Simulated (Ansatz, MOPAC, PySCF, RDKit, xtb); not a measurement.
Noncovalent pair: SiH4 (SMILES [SiH4]) (first 5 atoms) with C2H4 (SMILES C=C); geometry from B3LYP-D3(BJ)/def2-TZVP, rigid monomers moved along the line of their centres of mass till Si1···C7 is 3.32 Å.
(charge 0, multiplicity 1):
```xyz
11

Si    -0.1232    -0.1856    -0.1055
H     -1.1626     0.7668     0.3419
H     -0.1836    -0.3136    -1.5815
H     -0.3596    -1.5112     0.5065
H      1.2149     0.3139     0.2800
C      0.3085    -0.4995     3.1738
C     -0.1503     0.7401     3.0844
H      1.3458    -0.7384     2.9735
H     -0.3350    -1.3269     3.4468
H     -1.1885     0.9789     3.2802
H      0.4928     1.5664     2.8070
```

Interaction energies are E(AB) − E(A) − E(B) at the monomers' geometry in the complex; basis-set methods are counterpoise corrected. Rows marked so take none.

Cores are frozen in the correlated methods. Rows in 6-31G*, STO-3G carry no dispersion term and start afresh at each structure (6-31G* with six Cartesian d functions). MP2/6-31G* freezes PySCF's default core. The state that PM7 reach isn't checked; PM7 holds dispersion and hydrogen-bond terms.

The values were computed with Ansatz (Gaussian basis) for Hartree–Fock, density functionals and correlated methods; MOPAC for PM7 (differences of heats of formation); PySCF for 6-31G* rows, STO-3G rows; RDKit for the force fields; xtb for the GFN methods. Values without a source in brackets are computed.

```csv
level,interaction energy (kcal/mol)
MMFF94,5.44
GFN-FF,-0.29
PM7,1.53
GFN1-xTB,-4.08
HF/STO-3G (no counterpoise),2.46
B3LYP/def2-TZVPPD,2.23
MP2/6-31G*,1.88
MP2/aug-cc-pV(D+d)Z,-0.03
CCSD/aug-cc-pV(D+d)Z,___
```

**Question.** Fill in the missing entries.

**Answer.** 
- CCSD/aug-cc-pV(D+d)Z, interaction energy (kcal/mol): 0.64

Ansatz is a first-principles code.
